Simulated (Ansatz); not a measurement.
ClLi (SMILES [Li][Cl]), singlet, at a GFN2-xTB geometry (such geometries of metal compounds can be far from the true shape); Ansatz (an electronic-structure program) with R2SCAN/aug-cc-pVDZ.

Input for Ansatz:
Ansatz 0.2 input:
```yaml
crystal:
  periodic: [false, false, false]
  atoms:
    - {symbol: Li, position_ang: [-0.00000000, -0.00000000, -1.66311369]}
    - {symbol: Cl, position_ang: [0.00000000, 0.00000000, 0.29349065]}
basis:
  gaussian:
    orbitals: aug-cc-pVDZ
hamiltonian:
  xc: r2scan
```

Question: What does Ansatz print? Leave out banner, timings and long lists.

Answer: 
```
Functional definition: r2SCAN
497 factors; their error is unknown
mean field evaluation 1: about -12727.0858 eV, gradient 2.2e1 eV
mean field evaluation 2: about -12726.2861 eV, gradient 2.8e1 eV
mean field evaluation 4: about -12728.5366 eV, gradient 7.6e-1 eV
mean field evaluation 8: about -12728.5215 eV, gradient 7.2e-4 eV
mean field -12728.52146897 eV, -467.7645362830 hartree, gradient 5.2e-5 eV, S^2 0.000000; 0 other end points of the search recorded, 0 dependent functions left out
reference -12728.52150633 eV, -467.7645376559 hartree; 10, 10 occupied and 40, 40 virtual orbitals, 497 factors
Total energy: -12728.52150633 eV, -467.7645376559 hartree
```
